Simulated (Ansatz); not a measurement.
Ansatz (a first-principles code) input (B3LYP-D3(BJ)/def2-TZVP):

Ansatz 0.2 input:
```yaml
crystal:
  periodic: [false, false, false]
  atoms:
    - {symbol: Ga, position_ang: [0.00000000, 0.00000000, 0.00000000]}
    - {symbol: Cl, position_ang: [0.00000000, 0.00000000, 2.03809336]}
    - {symbol: Cl, position_ang: [-0.00000000, -0.00000000, -2.03809336]}
basis:
  gaussian:
    orbitals: def2-TZVP
hamiltonian:
  xc: b3lyp
  dispersion: d3bj
total_charge: 1
phonons: {temperatures: {t_min: 298.15, t_max: 298.15, t_step: 100}}
```

Output:

```
Functional definition: B3LYP
integrals: 0.05 GiB planned
929 factors; their error is unknown
mean field: 0.48 GiB planned
mean field evaluation 1: about -77415.3103 eV, gradient 4.8e1 eV
mean field evaluation 2: about -77406.3135 eV, gradient 8.4e1 eV
mean field evaluation 4: about -77419.9831 eV, gradient 2.1e0 eV
mean field evaluation 8: about -77419.9887 eV, gradient 2.2e-2 eV
mean field -77420.19333231 eV, -2845.1396276706 hartree, gradient 5.2e-5 eV, S^2 0.000000; 0 other end points of the search recorded, 0 dependent functions left out
the calculation of the forces begins
reference -77420.19354483 eV, -2845.1396354805 hartree; 32, 32 occupied and 90, 90 virtual orbitals, 929 factors
these checks for a lower state are left out or cut short: stability, starts, cluster_reference, orbital_swaps, neighbouring_geometries, increment
integrals: 0.05 GiB planned
929 factors; their error is unknown
mean field: 0.48 GiB planned
mean field evaluation 16: about -77419.9913 eV, gradient 5.2e-5 eV
mean field -77420.19332748 eV, -2845.1396274930 hartree, gradient 8.4e-7 eV, S^2 0.000000; 0 other end points of the search recorded, 0 dependent functions left out
the calculation of the forces begins
reference -77420.19354000 eV, -2845.1396353029 hartree; 32, 32 occupied and 90, 90 virtual orbitals, 929 factors
these checks for a lower state are left out or cut short: stability, starts, cluster_reference, orbital_swaps, neighbouring_geometries, increment
integrals: 0.05 GiB planned
929 factors; their error is unknown
mean field: 0.48 GiB planned
mean field -77420.19332748 eV, -2845.1396274930 hartree, gradient 8.4e-7 eV, S^2 0.000000; 0 other end points of the search recorded, 0 dependent functions left out
the calculation of the forces begins
reference -77420.19354000 eV, -2845.1396353029 hartree; 32, 32 occupied and 90, 90 virtual orbitals, 929 factors
these checks for a lower state are left out or cut short: stability, starts, cluster_reference, orbital_swaps, neighbouring_geometries, increment
integrals: 0.05 GiB planned
929 factors; their error is unknown
mean field: 0.48 GiB planned
mean field evaluation 32: about -77419.9913 eV, gradient 5.2e-5 eV
mean field -77420.19332748 eV, -2845.1396274930 hartree, gradient 8.4e-7 eV, S^2 0.000000; 0 other end points of the search recorded, 0 dependent functions left out
the calculation of the forces begins
reference -77420.19354000 eV, -2845.1396353029 hartree; 32, 32 occupied and 90, 90 virtual orbitals, 929 factors
these checks for a lower state are left out or cut short: stability, starts, cluster_reference, orbital_swaps, neighbouring_geometries, increment
integrals: 0.05 GiB planned
929 factors; their error is unknown
mean field: 0.47 GiB planned
mean field -77420.19332748 eV, -2845.1396274930 hartree, gradient 8.4e-7 eV, S^2 0.000000; 0 other end points of the search recorded, 0 dependent functions left out
the calculation of the forces begins
reference -77420.19354000 eV, -2845.1396353029 hartree; 32, 32 occupied and 90, 90 virtual orbitals, 929 factors
these checks for a lower state are left out or cut short: stability, starts, cluster_reference, orbital_swaps, neighbouring_geometries, increment
integrals: 0.05 GiB planned
929 factors; their error is unknown
mean field: 0.48 GiB planned
mean field -77420.19319136 eV, -2845.1396224909 hartree, gradient 7.8e-7 eV, S^2 0.000000; 0 other end points of the search recorded, 0 dependent functions left out
the calculation of the forces begins
reference -77420.19340388 eV, -2845.1396303008 hartree; 32, 32 occupied and 90, 90 virtual orbitals, 929 factors
these checks for a lower state are left out or cut short: stability, starts, cluster_reference, orbital_swaps, neighbouring_geometries, increment
integrals: 0.05 GiB planned
929 factors; their error is unknown
mean field: 0.48 GiB planned
mean field -77420.19319136 eV, -2845.1396224909 hartree, gradient 7.8e-7 eV, S^2 0.000000; 0 other end points of the search recorded, 0 dependent functions left out
the calculation of the forces begins
reference -77420.19340388 eV, -2845.1396303008 hartree; 32, 32 occupied and 90, 90 virtual orbitals, 929 factors
these checks for a lower state are left out or cut short: stability, starts, cluster_reference, orbital_swaps, neighbouring_geometries, increment
integrals: 0.05 GiB planned
929 factors; their error is unknown
mean field: 0.48 GiB planned
mean field evaluation 64: about -77420.1933 eV, gradient 1.0e-1 eV
mean field -77420.19333112 eV, -2845.1396276269 hartree, gradient 9.8e-7 eV, S^2 0.000000; 0 other end points of the search recorded, 0 dependent functions left out
the calculation of the forces begins
reference -77420.19354364 eV, -2845.1396354368 hartree; 32, 32 occupied and 90, 90 virtual orbitals, 929 factors
these checks for a lower state are left out or cut short: stability, starts, cluster_reference, orbital_swaps, neighbouring_geometries, increment
integrals: 0.05 GiB planned
929 factors; their error is unknown
mean field: 0.47 GiB planned
mean field -77420.19333112 eV, -2845.1396276269 hartree, gradient 9.8e-7 eV, S^2 0.000000; 0 other end points of the search recorded, 0 dependent functions left out
the calculation of the forces begins
reference -77420.19354364 eV, -2845.1396354368 hartree; 32, 32 occupied and 90, 90 virtual orbitals, 929 factors
these checks for a lower state are left out or cut short: stability, starts, cluster_reference, orbital_swaps, neighbouring_geometries, increment
integrals: 0.05 GiB planned
929 factors; their error is unknown
mean field: 0.48 GiB planned
mean field -77420.19333112 eV, -2845.1396276269 hartree, gradient 9.8e-7 eV, S^2 0.000000; 0 other end points of the search recorded, 0 dependent functions left out
the calculation of the forces begins
reference -77420.19354364 eV, -2845.1396354368 hartree; 32, 32 occupied and 90, 90 virtual orbitals, 929 factors
these checks for a lower state are left out or cut short: stability, starts, cluster_reference, orbital_swaps, neighbouring_geometries, increment
integrals: 0.05 GiB planned
929 factors; their error is unknown
mean field: 0.48 GiB planned
mean field -77420.19333112 eV, -2845.1396276269 hartree, gradient 9.8e-7 eV, S^2 0.000000; 0 other end points of the search recorded, 0 dependent functions left out
the calculation of the forces begins
reference -77420.19354364 eV, -2845.1396354368 hartree; 32, 32 occupied and 90, 90 virtual orbitals, 929 factors
these checks for a lower state are left out or cut short: stability, starts, cluster_reference, orbital_swaps, neighbouring_geometries, increment
integrals: 0.05 GiB planned
929 factors; their error is unknown
mean field: 0.48 GiB planned
mean field evaluation 96: about -77420.1933 eV, gradient 8.0e-7 eV
mean field -77420.19332329 eV, -2845.1396273390 hartree, gradient 8.0e-7 eV, S^2 0.000000; 0 other end points of the search recorded, 0 dependent functions left out
the calculation of the forces begins
reference -77420.19353586 eV, -2845.1396351508 hartree; 32, 32 occupied and 90, 90 virtual orbitals, 929 factors
these checks for a lower state are left out or cut short: stability, starts, cluster_reference, orbital_swaps, neighbouring_geometries, increment
integrals: 0.05 GiB planned
929 factors; their error is unknown
mean field: 0.48 GiB planned
mean field -77420.19320295 eV, -2845.1396229165 hartree, gradient 8.0e-7 eV, S^2 0.000000; 0 other end points of the search recorded, 0 dependent functions left out
the calculation of the forces begins
reference -77420.19341541 eV, -2845.1396307245 hartree; 32, 32 occupied and 90, 90 virtual orbitals, 929 factors
Total energy: -77420.33524506 eV, -2845.1448428680 hartree
Atom 0 at     0.000000     0.000000     0.000000 Å, force    -0.000000     0.000000    -0.000000 eV/Å
Atom 1 at     0.000000     0.000000     2.038093 Å, force     0.000000    -0.000000     0.000404 eV/Å
Atom 2 at    -0.000000    -0.000000    -2.038093 Å, force     0.000000    -0.000000    -0.000404 eV/Å
Dipole moment:    -0.000000    -0.000000     0.000000 e Å
Vibrations: 109.43 109.43 407.98 590.73 cm⁻¹, zero-point energy 0.075480 eV
```
